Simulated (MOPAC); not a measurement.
Input for MOPAC: PM6 on C2H7Cl (a complex), monomers drawn apart or pushed together.

```
PM6 1SCF PRECISE CHARGE=0 THREADS=1
C2H7Cl

C     -0.02142497 1     0.03546985 1    -0.09519288 1
H      0.41186808 1     0.57223824 1     0.74711636 1
H     -1.10861543 1     0.07947840 1    -0.03701104 1
H      0.30772096 1     0.49173539 1    -1.02770916 1
H      0.30161639 1    -1.00491867 1    -0.07010765 1
C     -0.80092718 1    -0.51485245 1     4.63763667 1
Cl     0.45654792 1     0.70738856 1     5.01950349 1
H     -1.11933966 1    -0.97683523 1     5.56707635 1
H     -1.63215818 1    -0.00946353 1     4.15594361 1
H     -0.36741036 1    -1.25272256 1     3.97010270 1
```

Output:

```
*******************************************************************************
 **                                                                           **
 **                              MOPAC v23.2.5                                **
 **                                                                           **
 *******************************************************************************
 ** MOPAC's Digital Object Identifier: https://doi.org/10.5281/zenodo.6511958 **
 **                                                                           **
 ** Please cite the open-source release paper for use of this MOPAC version:  **
 ** J. E. Moussa and J. J. P. Stewart (2026)                                  **
 ** MOPAC: An open-source semiempirical molecular orbital program             **
 ** J. Open Source Softw., 11(119), 8025, https://doi.org/10.21105/joss.08025 **
 *******************************************************************************

                              PM6 CALCULATION RESULTS

 *******************************************************************************
 *  PM6        - The PM6 Hamiltonian to be used
 *
 *
 *
 *                 CHARGE ON SYSTEM = 0
 *
 *
 *
 *  PRECISE    - TIGHTER CRITERIA TO BE USED
 *  1SCF       - DO 1 SCF AND THEN STOP
 *  THREADS=1  - MULTI-THREADING NOT USED
 *  T=         - A TIME OF 172800.0 SECONDS REQUESTED
 *  DUMP=N     - RESTART FILE WRITTEN EVERY 7200.0 SECONDS REQUESTED
 *******************************************************************************
PM6 1SCF PRECISE CHARGE=0 THREADS=1
 C2H7Cl

   ATOM   CHEMICAL          X               Y               Z
  NUMBER   SYMBOL      (ANGSTROMS)     (ANGSTROMS)     (ANGSTROMS)

     1       C         -0.02142497  *   0.03546985  *  -0.09519288  *
     2       H          0.41186808  *   0.57223824  *   0.74711636  *
     3       H         -1.10861543  *   0.07947840  *  -0.03701104  *
     4       H          0.30772096  *   0.49173539  *  -1.02770916  *
     5       H          0.30161639  *  -1.00491867  *  -0.07010765  *
     6       C         -0.80092718  *  -0.51485245  *   4.63763667  *
     7      Cl          0.45654792  *   0.70738856  *   5.01950349  *
     8       H         -1.11933966  *  -0.97683523  *   5.56707635  *
     9       H         -1.63215818  *  -0.00946353  *   4.15594361  *
    10       H         -0.36741036  *  -1.25272256  *   3.97010270  *



          CARTESIAN COORDINATES

    NO.       ATOM           X           Y           Z

     1         C         -0.0214      0.0355     -0.0952
     2         H          0.4119      0.5722      0.7471
     3         H         -1.1086      0.0795     -0.0370
     4         H          0.3077      0.4917     -1.0277
     5         H          0.3016     -1.0049     -0.0701
     6         C         -0.8009     -0.5149      4.6376
     7        Cl          0.4565      0.7074      5.0195
     8         H         -1.1193     -0.9768      5.5671
     9         H         -1.6322     -0.0095      4.1559
    10         H         -0.3674     -1.2527      3.9701

 General Reference for PM6:
 "Optimization of Parameters for Semiempirical Methods V: Modification of NDDO Approximations
 and Application to 70 Elements", J. J. P. Stewart, J. Mol. Mod., 13, 1173-1213 (2007)
 URL: https://link.springer.com/article/10.1007/s00894-007-0233-4

           Empirical Formula: C2 H7 Cl  =    10 atoms



      MOLECULAR POINT GROUP   :   C1


      RHF CALCULATION, NO. OF DOUBLY OCCUPIED LEVELS = 11


 -------------------------------------------------------------------------------
 PM6 1SCF PRECISE CHARGE=0 THREADS=1
 C2H7Cl



     1SCF WAS SPECIFIED, SO BFGS WAS NOT USED
     SCF FIELD WAS ACHIEVED


                              PM6 CALCULATION
                                                       MOPAC v23.2.5 Linux




          FINAL HEAT OF FORMATION =        -27.23093 KCAL/MOL =    -113.93420 KJ/MOL


          COSMO AREA              =        129.79 SQUARE ANGSTROMS
          COSMO VOLUME            =        106.04 CUBIC ANGSTROMS

          IONIZATION POTENTIAL    =         10.738465 EV
          HOMO LUMO ENERGIES (EV) =        -10.738  0.734
          NO. OF FILLED LEVELS    =         11
          MOLECULAR WEIGHT        =         66.5303         POINT GROUP:  C1

          MOLECULAR DIMENSIONS (Angstroms)

            Atom       Atom       Distance
            H     8    H     4     6.90539
           Cl     7    H     3     3.04914
            H     5    H     9     2.17296


          SCF CALCULATIONS        =          1





   ATOM   CHEMICAL          X               Y               Z
  NUMBER   SYMBOL      (ANGSTROMS)     (ANGSTROMS)     (ANGSTROMS)

     1       C         -0.02142497  *   0.03546985  *  -0.09519288  *
     2       H          0.41186808  *   0.57223824  *   0.74711636  *
     3       H         -1.10861543  *   0.07947840  *  -0.03701104  *
     4       H          0.30772096  *   0.49173539  *  -1.02770916  *
     5       H          0.30161639  *  -1.00491867  *  -0.07010765  *
     6       C         -0.80092718  *  -0.51485245  *   4.63763667  *
     7      Cl          0.45654792  *   0.70738856  *   5.01950349  *
     8       H         -1.11933966  *  -0.97683523  *   5.56707635  *
     9       H         -1.63215818  *  -0.00946353  *   4.15594361  *
    10       H         -0.36741036  *  -1.25272256  *   3.97010270  *

                             CARTESIAN COORDINATES

   1    C       -0.021424970     0.035469850    -0.095192880
   2    H        0.411868080     0.572238240     0.747116360
   3    H       -1.108615430     0.079478400    -0.037011040
   4    H        0.307720960     0.491735390    -1.027709160
   5    H        0.301616390    -1.004918670    -0.070107650
   6    C       -0.800927180    -0.514852450     4.637636670
   7   Cl        0.456547920     0.707388560     5.019503490
   8    H       -1.119339660    -0.976835230     5.567076350
   9    H       -1.632158180    -0.009463530     4.155943610
  10    H       -0.367410360    -1.252722560     3.970102700


           Empirical Formula: C2 H7 Cl  =    10 atoms



      MOLECULAR POINT GROUP   :   C1


                  EIGENVALUES
 -27.23117 -25.12445 -24.28227 -15.28264 -15.26789 -14.41814 -13.68400 -13.67286
 -13.66543 -10.74046 -10.73847   0.73370   5.02523   5.03114   5.65733   5.94680
   5.95846   5.99343   7.18535  89.08817  89.09012  89.11020  89.47577  89.47585


              NET ATOMIC CHARGES AND DIPOLE CONTRIBUTIONS

  ATOM NO.   TYPE          CHARGE      No. of ELECS.   s-Pop       p-Pop       d-Pop
    1          C          -0.655996        4.6560     1.07951     3.57648
    2          H           0.166720        0.8333     0.83328
    3          H           0.161981        0.8380     0.83802
    4          H           0.164743        0.8353     0.83526
    5          H           0.162553        0.8374     0.83745
    6          C          -0.357465        4.3575     1.10905     3.24841
    7         Cl          -0.144877        7.1449     1.99068     5.14819     0.00600
    8          H           0.167382        0.8326     0.83262
    9          H           0.167345        0.8327     0.83265
   10          H           0.167613        0.8324     0.83239
 DIPOLE           X         Y         Z       TOTAL
 POINT-CHG.    -1.436    -1.397    -0.442     2.052
 HYBRID         0.083     0.081     0.020     0.118
 SUM           -1.353    -1.316    -0.422     1.934


          ATOMIC ORBITAL ELECTRON POPULATIONS

     Atom    s        px        py        pz      x^2-y^2     xz        z^2       yz        xy
    1  C   1.07951   1.19033   1.19179   1.19436
    2  H   0.83328
    3  H   0.83802
    4  H   0.83526
    5  H   0.83745
    6  C   1.10905   1.03555   1.04386   1.16900
    7 Cl   1.99068   1.58331   1.60613   1.95875   0.00109   0.00079   0.00078   0.00080   0.00255
    8  H   0.83262
    9  H   0.83265
   10  H   0.83239

 **********************
 *                    *
 * JOB ENDED NORMALLY *
 *                    *
 **********************




 == MOPAC DONE ==
```

The run finished.

Cost: very roughly 0.020 core-seconds.
